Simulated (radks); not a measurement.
The numbers below are computed, except where a source is named.
Charge is removed step by step from the 5s up level of neutral silver, starting from [Kr] 4d10 5s(up 1, down 0). Code: a radial shooting solver on a logarithmic mesh with Libxc functionals. Model: scalar-relativistic Kohn-Sham, BLYP, spin-polarised, spherical densities, finite nucleus; Fermi nuclear charge, rms radius 4.5454 fm.

removed (e)  E - E(0) (eV)  eigenvalue (eV)  E minus straight line (eV)
0                    0.000           -4.677                       0.000
0.125                0.634           -5.477                      -0.366
0.25                 1.370           -6.293                      -0.631
0.375                2.208           -7.124                      -0.793
0.5                  3.151           -7.970                      -0.850
0.625                4.200           -8.827                      -0.801
0.75                 5.358           -9.697                      -0.644
0.875                6.625          -10.578                      -0.377
1                    8.002          -11.470                       0.000

Removing the whole electron costs 8.002 eV by Delta-SCF, against 4.677 eV from minus the eigenvalue at the starting occupation. Slater's transition state (half an electron removed) gives 7.970 eV. Integrating minus the eigenvalue over the occupation (Janak's theorem) gives 8.004 eV. In this scalar-relativistic scheme the density is built from large components alone, so the theorem holds only approximately. The mean slope of the eigenvalue, de/dn, is 6.79 eV per electron. Ionisation energy of Ag in the NIST Atomic Spectra Database: 7.576 eV (measured).
